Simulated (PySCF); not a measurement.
## How methods differ on the excitation energy of Rh²⁺

Rh²⁺ [Kr] 4d7 (4F) → Rh²⁺ [Kr] 4d6 5p1 (high-spin determinant), as a difference of total energies. All numbers are calculated (PySCF 2.14, scalar relativity through the core potential, in aug-cc-pVDZ-PP with ECP28MDF (5s5p4d2f, 54 functions)). Correlated levels: valence: 4s2 4p6 frozen. The calculations carry no spin-orbit coupling.

```tsv
method	excitation energy (eV)
UHF	10.568
MP2 (valence)	11.202
SCS-MP2 (valence)	11.532
CCSD (valence)	11.125
CCSD(T) (valence)	11.106
```

Question: How much does correlation contribute at CCSD(T) (valence)?

Answer: 11.106 − (10.568) = 0.538 eV, measured against UHF.

The determinant of the upper state mixes LS terms, which raises its energy above the lowest term, most at the Hartree-Fock and MP2 levels.
